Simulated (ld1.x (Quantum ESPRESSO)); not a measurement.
# Logarithmic derivatives: Cs, PAW

caesium, PAW, made with ld1.x (Quantum ESPRESSO) 7.5 (PBE, scalar-relativistic). Core [Kr] 4d10, reference 5s2 5p6 5d0 6s1 6p0. Waves: 5s (bound): rcut 2.30, rcutus 2.55 bohr; 6s (bound): rcut 2.30, rcutus 2.55 bohr; 5p (bound): rcut 2.75, rcutus 3.10 bohr; 6p (bound, empty): rcut 2.75, rcutus 3.10 bohr; 5d (bound, empty): rcut 3.15, rcutus 4.20 bohr; 5d channel at 0.85 Ry: rcut 3.15, rcutus 4.20 bohr. Local part: all-electron potential smoothed inside 2.00 bohr (lloc = -1). Core correction: Bessel-smoothed model core, default radius (core density twice the valence density). Augmentation charge: BESSEL, radius 1.70 bohr.

The phase is arctan(r·u′/u) with u = r·R(r), unwrapped; energies in Ry, scanned from -4 to 5 Ry. A pole is an energy at which the radial function vanishes at the test radius. The pseudo phase is shifted by a multiple of π to meet the all-electron one at the reference energy, and phase errors are pseudo minus all-electron; the curves can meet again beyond the range given. Levels narrower than the energy grid can be missing from the lists of poles.

**Question.** For each channel, where are the poles, and over which energies does the pseudopotential scatter like the atom?

**Answer.**

| channel | radius (bohr) | reference energy (Ry) | poles, all-electron | poles, pseudo | unbroken range about the reference energy with phases within 0.05 rad | phase error 1 Ry above the reference energy (rad) |
| --- | --- | --- | --- | --- | --- | --- |
| s | 4.53 | -0.15 | -1.96, 0.71, 3.84 | -1.96, 0.70, 2.51, 4.46 | below 1.4 | -0.006 |
| p | 4.53 | -0.05 | -0.96, 1.30, 4.59 | -0.96, 1.26, 4.01 | below 2.0 | -0.005 |
| d | 4.53 | -0.03 | 0.31, 2.45 | -0.75, 0.30, 2.07 | -0.6 to 1.1 | -0.005 |

The ghost test of this file was not conclusive. Its overlap operator is not positive definite in a basis up to 400 Ry (lowest eigenvalue s -0.14, p -0.11, d -0.89), so the file is unfit for use: the generalised eigenproblem breaks down once the basis is large enough, and its test numbers describe a broken file.

Phases in the p channel:

```json
{"E (Ry)": "-4.00", "all-electron": "1.457", "pseudo": "1.457"}
{"E (Ry)": "-3.76", "all-electron": "1.453", "pseudo": "1.453"}
{"E (Ry)": "-3.52", "all-electron": "1.449", "pseudo": "1.449"}
{"E (Ry)": "-3.28", "all-electron": "1.444", "pseudo": "1.444"}
{"E (Ry)": "-3.04", "all-electron": "1.439", "pseudo": "1.439"}
{"E (Ry)": "-2.80", "all-electron": "1.432", "pseudo": "1.432"}
{"E (Ry)": "-2.56", "all-electron": "1.425", "pseudo": "1.425"}
{"E (Ry)": "-2.32", "all-electron": "1.417", "pseudo": "1.417"}
{"E (Ry)": "-2.08", "all-electron": "1.406", "pseudo": "1.406"}
{"E (Ry)": "-1.84", "all-electron": "1.393", "pseudo": "1.393"}
{"E (Ry)": "-1.60", "all-electron": "1.375", "pseudo": "1.375"}
{"E (Ry)": "-1.36", "all-electron": "1.345", "pseudo": "1.345"}
{"E (Ry)": "-1.12", "all-electron": "1.245", "pseudo": "1.245"}
{"E (Ry)": "-0.88", "all-electron": "-1.722", "pseudo": "-1.722"}
{"E (Ry)": "-0.64", "all-electron": "-1.817", "pseudo": "-1.817"}
{"E (Ry)": "-0.40", "all-electron": "-1.895", "pseudo": "-1.895"}
{"E (Ry)": "-0.16", "all-electron": "-2.031", "pseudo": "-2.031"}
{"E (Ry)": "0.08", "all-electron": "-2.395", "pseudo": "-2.395"}
{"E (Ry)": "0.32", "all-electron": "-3.583", "pseudo": "-3.588"}
{"E (Ry)": "0.56", "all-electron": "-4.330", "pseudo": "-4.335"}
{"E (Ry)": "0.80", "all-electron": "-4.547", "pseudo": "-4.552"}
{"E (Ry)": "1.04", "all-electron": "-4.647", "pseudo": "-4.652"}
{"E (Ry)": "1.28", "all-electron": "-4.708", "pseudo": "-4.717"}
{"E (Ry)": "1.52", "all-electron": "-4.757", "pseudo": "-4.770"}
{"E (Ry)": "1.76", "all-electron": "-4.804", "pseudo": "-4.827"}
{"E (Ry)": "2.00", "all-electron": "-4.860", "pseudo": "-4.909"}
{"E (Ry)": "2.24", "all-electron": "-4.947", "pseudo": "-5.085"}
{"E (Ry)": "2.48", "all-electron": "-5.133", "pseudo": "-5.889"}
{"E (Ry)": "2.72", "all-electron": "-5.859", "pseudo": "-7.348"}
{"E (Ry)": "2.96", "all-electron": "-7.228", "pseudo": "-7.633"}
{"E (Ry)": "3.20", "all-electron": "-7.572", "pseudo": "-7.731"}
{"E (Ry)": "3.44", "all-electron": "-7.689", "pseudo": "-7.784"}
{"E (Ry)": "3.68", "all-electron": "-7.749", "pseudo": "-7.819"}
{"E (Ry)": "3.92", "all-electron": "-7.788", "pseudo": "-7.845"}
{"E (Ry)": "4.16", "all-electron": "-7.816", "pseudo": "-7.868"}
{"E (Ry)": "4.40", "all-electron": "-7.838", "pseudo": "-7.890"}
{"E (Ry)": "4.64", "all-electron": "-7.858", "pseudo": "-7.913"}
{"E (Ry)": "4.88", "all-electron": "-7.876", "pseudo": "-7.939"}
```
